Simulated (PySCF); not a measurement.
Species: C8H9Cl.
Atom-mapped SMILES: `[CH:1]#[C:2][C@:3]1([CH2:4][Cl:5])[CH:6]=[CH:7][CH2:8][CH2:9]1` (hydrogens: H10 on C1; H11, H12 on C4; H13 on C6; H14 on C7; H15, H16 on C8; H17, H18 on C9)

The same species was optimised twice, with GFN2-xTB and with PBE0-D3(BJ)/def2-SVP (PySCF), and the same property calculations (PySCF, gas phase) were run on both structures.

```csv
coordinate,GFN2-xTB,PBE0-D3(BJ)/def2-SVP,change
C6=C7 (Å),1.320,1.335,+0.015
C1≡C2 (Å),1.196,1.211,+0.015
C2–C3 (Å),1.453,1.462,+0.009
C3–C6 (Å),1.514,1.523,+0.009
C7–C8 (Å),1.498,1.502,+0.004
C3–C9 (Å),1.548,1.552,+0.004
C3–C4 (Å),1.535,1.538,+0.003
C8–C9 (Å),1.537,1.535,-0.002
C4–Cl5 (Å),1.784,1.785,+0.001
C3–C4–Cl5 (°),111.4,113.1,+1.7
C4–C3–C6 (°),108.4,107.0,-1.4
C6–C3–C9 (°),103.0,101.8,-1.2
C2–C3–C6 (°),111.4,112.6,+1.2
C2–C3–C4 (°),109.5,110.5,+1.0
C2–C3–C9 (°),112.1,112.9,+0.8
C7–C8–C9 (°),103.7,103.0,-0.7
C4–C3–C9 (°),112.3,111.6,-0.7
C2–C3–C4–Cl5 (°),60,60,0
```

Rotational constants: A = 2015, B = 1105, C = 881.4 MHz (GFN2-xTB) against A = 1909, B = 1130, C = 872.3 MHz (PBE0-D3(BJ)/def2-SVP). Point groups within 0.08 Å: C1 and C1.

On the GFN2-xTB structure: HOMO (eV) -7.44 [PBE0/pcSseg-1]; LUMO (eV) -0.17 [PBE0/pcSseg-1]; dipole (D) 2.33 [PBE0/pcSseg-1]; GIAO shielding of C1 (ppm) 108.8 [PBE0/pcSseg-1]; GIAO shielding of C2 (ppm) 94.0 [PBE0/pcSseg-1]; GIAO shielding of C3 (ppm) 134.0 [PBE0/pcSseg-1]; GIAO shielding of C4 (ppm) 129.9 [PBE0/pcSseg-1]; GIAO shielding of Cl5 (ppm) 865.6 [PBE0/pcSseg-1]; GIAO shielding of C6 (ppm) 45.7 [PBE0/pcSseg-1]; GIAO shielding of C7 (ppm) 44.1 [PBE0/pcSseg-1]; GIAO shielding of C8 (ppm) 151.4 [PBE0/pcSseg-1].

**Question.** What do these properties become on the PBE0-D3(BJ)/def2-SVP structure?

**Answer.** 
```
                                    property          level  on GFN2-xTB  on PBE0-D3(BJ)/def2-SVP  change
                                   HOMO (eV)  PBE0/pcSseg-1        -7.44                    -7.42   +0.02
                                   LUMO (eV)  PBE0/pcSseg-1        -0.17                    -0.28   -0.11
                                  dipole (D)  PBE0/pcSseg-1         2.33                     2.32   -0.01
energy, GFN2-xTB geometry as zero (kcal/mol)  PBE0/pcSseg-1          0.0                     -0.8    -0.8
                  GIAO shielding of C1 (ppm)  PBE0/pcSseg-1        108.8                    107.3    -1.5
                  GIAO shielding of C2 (ppm)  PBE0/pcSseg-1         94.0                     94.0     0.0
                  GIAO shielding of C3 (ppm)  PBE0/pcSseg-1        134.0                    133.3    -0.7
                  GIAO shielding of C4 (ppm)  PBE0/pcSseg-1        129.9                    130.2    +0.3
                 GIAO shielding of Cl5 (ppm)  PBE0/pcSseg-1        865.6                    863.9    -1.7
                  GIAO shielding of C6 (ppm)  PBE0/pcSseg-1         45.7                     40.4    -5.3
                  GIAO shielding of C7 (ppm)  PBE0/pcSseg-1         44.1                     40.8    -3.3
                  GIAO shielding of C8 (ppm)  PBE0/pcSseg-1        151.4                    151.2    -0.2
```

The heavy atoms differ by 0.075 Å rms after alignment. Among bonds between heavy atoms C1≡C2 and C6=C7 change most and about equally (+0.015 Å). Changes are differences of the printed values. Neither structure is proved a minimum here.
